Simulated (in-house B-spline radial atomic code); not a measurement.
**Sn: [Kr] 4d10 5s2 5p1 8d1 (an excited or competing configuration)**

Level of theory: Dirac-Hartree-Fock, average of configuration, Fermi nucleus of rms radius 4.6519 fm; calculated with a radial B-spline atomic code at the basis-set limit.

Screening seen three ways: the hydrogenic charge with the same mean radius, Z_r = [3n² - l(l+1)]/(2<r>), the one with the same energy, Z_e = n√(-2ε), and Slater's rules. Values are occupation-weighted means over j. An effective charge above Z reflects the relativistic contraction of the inner shells.

```tsv
shell	electrons	ε (eV)	<r> (bohr)	Z_r	Z_e	Slater
1s	2	-29377	0.02905	51.64	46.47	49.70
2s	2	-4532.9	0.1249	48.03	36.51	45.85
2p	6	-4067.4	0.1095	45.68	34.58	45.85
3s	2	-920.53	0.3373	40.02	24.68	38.75
3p	6	-763.92	0.3359	37.21	22.48	38.75
3d	10	-521.26	0.3136	33.48	18.57	28.85
4s	2	-167.41	0.822	29.20	14.03	22.25
4p	6	-117.56	0.8895	25.86	11.76	22.25
4d	10	-42.825	1.087	19.31	7.10	10.85
5s	2	-20.077	2.378	15.77	6.07	6.00
5p	1	-13.048	2.946	12.39	4.90	6.00
8d	1	-0.3895	49.33	1.89	1.35	1.00
```

The least bound orbital is 8d5/2 at -0.3894 eV, and it is also the most diffuse (<r> = 49.35 bohr).

Spin-orbit splittings of the orbital energies (j = l + 1/2 above j = l - 1/2 when positive): 2p 231.7 eV, 3p 43.55 eV, 3d 8.866 eV, 4p 7.902 eV, 4d 1.14 eV, 5p 0.521 eV, 8d 0.000327 eV.

For the 1s electron the small component carries 3.37 % of the norm, the zero-frequency Breit interaction raises the level by 67.74 eV, self-energy by 38.35 eV, and vacuum polarisation lowers it by 5.048 eV.

The density falls to 0.001 bohr⁻³ at 4.297 bohr; Σ<r²> = 2795.8 bohr² gives, by the non-relativistic formula and without the paramagnetism of open shells, a Langevin diamagnetic susceptibility of -2214×10⁻⁶ cm³/mol.
